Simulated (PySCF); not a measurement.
NMR data simulated for an unnamed compound:

¹H NMR (400 MHz, computed): δ 7.06 (m, 1H), 7.03 (m, 1H), 6.97 (q, J = 1.3 Hz, 1H), 2.67 (m, 2H), 2.64 (m, 2H), 2.31 (s, 3H), 1.65 (m, 2H), 1.64 (m, 2H).

¹³C{¹H} NMR (computed): δ 141.1 (C), 139.8 (C), 138.3 (C), 135.1 (CH), 134.6 (CH), 131.8 (CH), 31.8 (CH2), 31.6 (CH2), 25.8 (CH2), 25.8 (CH2), 22.9 (CH3).

- spin–spin couplings from B3LYP/pcJ-1 (without the spin–dipole term)
- GIAO PBE0/pcSseg-1 shieldings
- structure optimised with PBE0-D3(BJ)/def2-SVP
- code: PySCF
- gas phase, single conformer, fast rotation and ring inversion assumed for equivalent nuclei, relativity neglected

Shifts are taken against calculated references (same method and geometry level): TMS for ¹H and ¹³C.

Question: Which of these does the molecule contain: an amide, a benzene ring, an aldehyde, a non-aromatic C=C double bond?

Answer: 
- An amide: no.
- A benzene ring: yes.
- An aldehyde: no.
- A non-aromatic C=C double bond: no.

The data belong to SMILES Cc1ccc2c(c1)CCCC2, C₁₁H₁₄; they needn't prove each group on their own.

Carbon signals by region: 6 in the sp2 and nitrile region (100–160 ppm), 5 below 50 ppm.

Multiplet labels drop couplings under 1 Hz and merge nearly equal ones. Unscaled 3J(H,H) at this level run about 10 % above measured values. Shifts are as computed. Against solution values, carbons near 30 ppm lie about +2 ppm off and those near 130 ppm about +5 ppm (rms about the fit 1.9 ppm; single classes can miss by 10 ppm). Of 1328 compounds with measured shifts, 309 miss one by over three times the rms of a fit or turn the order of signals round; such compounds aren't used in these exercises. Signals without a measured value on file couldn't be tested in this way; 1H shifts scatter by 0.2 ppm about their fit, and single ones miss by 0.5 ppm.
